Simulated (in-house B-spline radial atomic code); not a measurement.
A fraction x of an electron is removed from 3p in Ge, starting from [Ar] 3d10 4s2 4p2 and keeping the highest spin. Method: non-relativistic BHandHLYP, spin-polarised, spherical fractional occupations, point nucleus. Calculated with an all-electron radial atomic-structure program (B-spline basis).

Caution: exact exchange at fractional occupations of open shells leaves self-interaction of up to several eV.

```tsv
x	E(x) - E(0) (eV)	3p down level (eV)
0	0.0000	-127.772
0.07	8.9741	-128.632
0.24	31.0241	-130.798
0.28	36.2665	-131.322
0.48	?	?
0.5	65.4818	-134.297
0.57	74.9167	-135.274
0.7	92.6221	-137.125
0.85	113.3544	-139.317
0.99	?	?
1	134.4199	-141.565
```

Task: What belongs in the row x = 0.48?

Result: An energy change of 62.7986 eV; 3p down at -134.020 eV.

Task: What belongs in the row x = 0.99?

Result: An energy change of 133.0050 eV; 3p down at -141.413 eV.

Task: Check Janak's theorem between x = 0.07 and 0.24.

Result: The slope of the energy is 129.71 eV; the orbital levels give 129.72 eV (-ε of the emptying orbital, averaged over the two points).
